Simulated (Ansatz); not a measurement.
Geometry optimisation, Ansatz, RKS PBE0-D4/def2-SVP.

input.yaml

```yaml
crystal:
  periodic: [false, false, false]
  atoms:
    - { symbol: In, position_ang: [0.0, 0.0, 0.0] }
    - { symbol: Cl, position_ang: [0.0, 0.0, 2.79] }
    - { symbol: C, position_ang: [1.8879, 0.0, -1.09] }
    - { symbol: H, position_ang: [2.2175, -1.0462, -1.2602] }
    - { symbol: H, position_ang: [1.7514, 0.508, -2.0674] }
    - { symbol: H, position_ang: [2.6574, 0.5381, -0.4982] }
    - { symbol: C, position_ang: [-1.8879, 0.0, -1.09] }
    - { symbol: H, position_ang: [-2.448, -0.9305, -0.8608] }
    - { symbol: H, position_ang: [-2.492, 0.8797, -0.7846] }
    - { symbol: H, position_ang: [-1.6862, 0.0508, -2.1803] }
    - { symbol: H, position_ang: [0.0928, 1.9622, 0.6527] }
    - { symbol: H, position_ang: [0.0775, 1.6395, 1.6684] }
basis:
  gaussian: { orbitals: def2-SVP }
hamiltonian:
  xc: pbe0
  dispersion: d4
relax:
  f_tol: 0.15
  max_steps: 25
  restrain:
    - { distance: [0, 10], at: 2.97, k: 30.0 }
    - { distance: [11, 1], at: 2.57, k: 30.0 }
    - { distance: [0, 1], at: 2.44, k: 30.0 }
    - { distance: [11, 10], at: 0.66, k: 30.0 }
```

Command:

```bash
$ ansatz run input.yaml --threads 4 --pin off --max-ram 5120MiB --backend cpu --events-out ev --progress --plain --runs-dir out
```

Where does it end, and by what steps?

The forces met the threshold. The restraints hold the end off the free minimum; the threshold counts their pulls, which the force column leaves out. Restrained pairs: In1–H11 (2.07 → 2.97 Å), Cl2–H12 (1.99 → 2.58 Å), In1–Cl2 (2.79 → 2.43 Å), H11–H12 (1.07 → 0.72 Å). After 7 steps the energy has fallen by 1.451 eV (the restraints' own energy left out); Cl2 moved furthest, 0.82 Å.

| step | energy less start (eV) | largest force component (eV/Å) | accepted |
| --- | --- | --- | --- |
| 0 | 0.0000 | 2.787 | yes |
| 1 | -0.6606 | 1.655 | yes |
| 2 | -0.8096 | 2.261 | yes |
| 3 | -1.1508 | 2.242 | yes |
| 4 | -1.3900 | 1.266 | yes |
| 5 | -1.4480 | 1.034 | yes |
| 6 | -1.4608 | 1.174 | yes |
| 7 | -1.4508 | 1.423 | yes |

```xyz
12
Properties=species:S:1:pos:R:3
In -0.013 -0.142 -0.285
Cl -0.028 -0.474 2.120
C 1.999 -0.041 -1.015
H 2.419 -1.058 -1.042
H 2.042 0.392 -2.024
H 2.598 0.566 -0.322
C -2.021 -0.058 -1.034
H -2.559 -0.960 -0.710
H -2.523 0.819 -0.601
H -2.044 0.012 -2.130
H 0.172 2.557 0.940
H 0.127 1.990 1.384
```

The run took 18 s on 4 threads of Arm Neoverse V1, with other jobs on the host, peak memory 0.28 GiB.
